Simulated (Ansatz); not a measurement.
`[Cu][S]c1ccc(C#Cc2ccc(C#Cc3ccccc3)cc2)cc1`. Charge 0, multiplicity 3. Geometry PBE-D4/def2-SVP, that of the neutral singlet; atoms count from 1.

```
atom   x (Å)   y (Å)   z (Å)
 Cu1  -1.878  10.106  -2.055
  S2  -2.720   8.769  -3.479
  C3  -2.175   7.217  -2.818
  C4  -2.980   6.073  -3.039
  C5  -2.581   4.816  -2.582
  C6  -1.363   4.646  -1.873
  C7  -0.968   3.371  -1.390
  C8  -0.632   2.260  -0.971
  C9  -0.258   0.982  -0.483
 C10   1.005   0.773   0.135
 C11   1.366  -0.481   0.622
 C12   0.479  -1.586   0.518
 C13   0.840  -2.863   1.025
 C14   1.144  -3.969   1.477
 C15   1.490  -5.246   2.001
 C16   0.569  -6.325   1.946
 C17   0.911  -7.577   2.468
 C18   2.173  -7.783   3.051
 C19   3.094  -6.724   3.110
 C20   2.762  -5.467   2.592
 C21  -0.783  -1.379  -0.102
 C22  -1.143  -0.126  -0.590
 C23  -0.555   5.796  -1.657
 C24  -0.950   7.046  -2.127
 H25  -3.935   6.185  -3.573
 H26  -3.221   3.939  -2.761
 H27   1.701   1.621   0.224
 H28   2.347  -0.628   1.097
 H29  -0.418  -6.160   1.490
 H30   0.185  -8.403   2.419
 H31   2.438  -8.770   3.460
 H32   4.084  -6.880   3.566
 H33   3.481  -4.636   2.637
 H34  -1.478  -2.227  -0.190
 H35  -2.124   0.020  -1.066
 H36   0.394   5.687  -1.112
 H37  -0.301   7.923  -1.970
```

Single mean-field runs in def2-TZVP are fitted with def2-universal-jkfit. At PBE0-D4/def2-TZVP a singlet of charge 0 lies 1.78 eV below the triplet at the same geometry.

Problem. Estimate the Mulliken populations of the heavy atoms from the PBE0/def2-TZVP orbitals of Ansatz.

Solution. 
```
atom  charge (e)  spin (α − β)  d electrons
 Cu1       -0.14          1.19         9.67
  S2       -0.14          0.60            –
  C3        0.21         -0.08            –
  C4       -0.19          0.09            –
  C5       -0.18         -0.06            –
  C6        0.04          0.14            –
  C7        0.12         -0.08            –
  C8        0.10          0.11            –
  C9        0.01         -0.03            –
 C10       -0.18          0.03            –
 C11       -0.19         -0.02            –
 C12        0.02          0.04            –
 C13        0.07         -0.02            –
 C14        0.14          0.03            –
 C15        0.02         -0.01            –
 C16       -0.18          0.01            –
 C17       -0.14          0.00            –
 C18       -0.09          0.01            –
 C19       -0.14          0.00            –
 C20       -0.18          0.01            –
 C21       -0.19         -0.02            –
 C22       -0.18          0.03            –
 C23       -0.19         -0.07            –
 C24       -0.15          0.10            –
```
Mulliken values depend strongly on the basis.

Problem. Where does the spin sit?

Solution. Summed by element: Cu 1.19, S 0.60, C 0.22, H -0.01, of 2 unpaired in all. Largest on single atoms: Cu1 1.19, S2 0.60, C6 0.14.

Problem. And the Mayer bond orders between heavy atoms (over 0.3)?

Solution. Cu1–S2 0.90 (2.13 Å); S2–C3 1.12 (1.77 Å); C3–C4 1.29 (1.42 Å); C3–C24 1.27 (1.42 Å); C4–C5 1.48 (1.39 Å); C5–C6 1.30 (1.42 Å); C6–C7 1.10 (1.42 Å); C6–C23 1.30 (1.42 Å); C7–C8 2.60 (1.23 Å); C8–C9 1.13 (1.42 Å); C9–C10 1.32 (1.42 Å); C9–C22 1.32 (1.42 Å); C10–C11 1.45 (1.39 Å); C11–C12 1.32 (1.42 Å); C12–C13 1.12 (1.42 Å); C12–C21 1.32 (1.42 Å); C13–C14 2.64 (1.23 Å); C14–C15 1.07 (1.42 Å); C15–C16 1.36 (1.42 Å); C15–C20 1.36 (1.42 Å); C16–C17 1.46 (1.40 Å); C17–C18 1.40 (1.41 Å); C18–C19 1.40 (1.41 Å); C19–C20 1.46 (1.40 Å); C21–C22 1.46 (1.39 Å); C23–C24 1.49 (1.39 Å).
